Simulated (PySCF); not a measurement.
Cl2Se, charge +1, multiplicity 2. Atoms are numbered in the order given.

```xyz
3

Se     0.0000     0.0000     0.6353
Cl     0.0000    -1.6338    -0.6353
Cl     0.0000     1.6338    -0.6353
```
Charge +1, spin multiplicity 2.

The structure is a stationary point at PBE0-D3(BJ)/def2-TZVP. The spin state was assumed, not searched. The isomer is the one that the SMILES or the coordinates give; other isomers of the formula were not compared.

All values below come from TDA-PBE/def2-SVPD (PySCF).

Vertical excitations. The molecule is in vacuum.

Problem. Estimate the UV-visible absorptions. (Estimate from the structure and the level; the computed values follow.)

Solution. 
| state | energy (eV) | λ (nm) | f | main pairs |
|---|---|---|---|---|
| root 1 | 2.56 | 485 | 0.000 | β HOMO→LUMO 100 % |
| root 2 | 2.86 | 433 | 0.000 | β HOMO−2→LUMO 99 % |
| root 3 | 3.19 | 388 | 0.000 | α HOMO→LUMO 99 % |
| root 4 | 3.23 | 384 | 0.035 | β HOMO−1→LUMO 89 % |
| root 5 | 3.57 | 347 | 0.000 | α HOMO→LUMO+1 99 % |
| root 6 | 4.55 | 272 | 0.014 | β HOMO−3→LUMO 91 % |
| root 7 | 4.63 | 268 | 0.000 | α HOMO−1→LUMO 55 %, β HOMO→LUMO+1 44 % |
| root 8 | 4.96 | 250 | 0.000 | α HOMO−2→LUMO 57 %, β HOMO−2→LUMO+1 41 % |
| root 9 | 5.06 | 245 | 0.000 | α HOMO−3→LUMO 36 %, β HOMO−1→LUMO+1 63 % |
| root 10 | 5.16 | 240 | 0.001 | β HOMO−4→LUMO 98 % |
Unrestricted roots are not spin-pure.
